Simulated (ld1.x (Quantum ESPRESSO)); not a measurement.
# Configuration tests for Sc (ultrasoft)

```json
{
  "Element": "scandium (Sc)",
  "Generator": "ld1.x (Quantum ESPRESSO) 7.5",
  "Type": "ultrasoft",
  "Functional": "PBE",
  "Relativity": "scalar-relativistic",
  "Frozen core": "[Ne]",
  "Valence charge": "11",
  "Reference configuration": "3s2 3p6 3d1 4s2 4p0",
  "Partial waves": "3s (bound): rcut 1.40, rcutus 1.70 bohr; 4s (bound): rcut 1.40, rcutus 1.70 bohr; 3p (bound): rcut 1.65, rcutus 2.20 bohr; 4p (bound, empty): rcut 1.65, rcutus 2.20 bohr; 3d (bound): rcut 2.00, rcutus 2.15 bohr; 3d channel at 0.75 Ry: rcut 2.00, rcutus 2.15 bohr",
  "Local potential": "all-electron potential smoothed inside 2.10 bohr (lloc = -2)",
  "Core correction": "none",
  "Augmentation charge": "PSQ, inside the norm-conserving radii"
}
```

Energies are relative to the spin-unpolarised reference configuration 3s2 3p6 3d1 4s2 4p0; without spin polarisation the order of configurations can differ from experiment. Not all tests gave a result: 1 of 7 tests not solved or not reliable. Left out of the table: 3s2 3p6 3d0 4s0 4p0 (solver errors, printed error -618 eV).

```tsv
valence configuration	charge	ΔE all-electron (eV)	error AE − PS (meV)
3s2 3p6 3d1 4s1 4p0	+1	6.897	-0.5
3s2 3p6 3d1 4s0 4p0	+2	19.665	-1.3
3s2 3p6 3d1 4s1.5 4p0	+0.5	2.754	-0.2
3s2 3p6 3d0 4s2 4p1	0	3.464	-335
```

What are ΔE and the potential's error for 3s2 3p6 3d0 4s2 4p0?

ΔE = 8.381 eV all-electron; the error (AE − PS) is -33 meV.

What are ΔE and the potential's error for 3s2 3p6 3d1.5 4s1.5 4p0?

ΔE = 0.680 eV all-electron; the error (AE − PS) is -2.8 meV.

Levels in the configuration 3s2 3p6 3d1 4s1 4p0:

| level | all-electron (eV) | pseudo (eV) |
| --- | --- | --- |
| 3s | -62.037 | -62.034 |
| 3p | -40.620 | -40.617 |
| 3d | -9.967 | -9.965 |
| 4s | -9.728 | -9.728 |
